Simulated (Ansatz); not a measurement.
The lowest singlet and triplet of O3 (SMILES O=[O+][O-]); geometries from B3LYP-D3(BJ)/def2-TZVP, each state relaxed from the structure named, with no frequency check.
Singlet at the triplet's geometry (charge 0, multiplicity 1):
```tsv
atom	x (Å)	y (Å)	z (Å)
O	-1.1657	-0.2101	0.0000
O	-0.0083	0.3673	0.0000
O	1.1740	-0.1573	0.0000
```

A positive gap puts the triplet lower; no zero-point energy. R- takes a restricted singlet. U- takes an unrestricted singlet (broken symmetry where lower, unprojected). The triplet is unrestricted in single-reference levels. Active spaces average the two states.

Frozen-core correlation.

The values were computed with Ansatz (an electronic-structure program) with Gaussian orbitals. Each number belongs to the level named beside it.

### Question
One of these levels gives -0.903 eV for the gap E(singlet) − E(triplet), vertical, at the triplet's geometry. Name it.
(A) SC-NEVPT2 on SA-CASSCF(12,9)/cc-pVQZ
(B) R-SVWN5/def2-TZVPP
(C) U-B3LYP/def2-TZVPP (spin-contaminated)

### Answer
B, R-SVWN5/def2-TZVPP. The others give -0.707 (U-B3LYP/def2-TZVPP (spin-contaminated)), -1.266 (SC-NEVPT2 on SA-CASSCF(12,9)/cc-pVQZ)
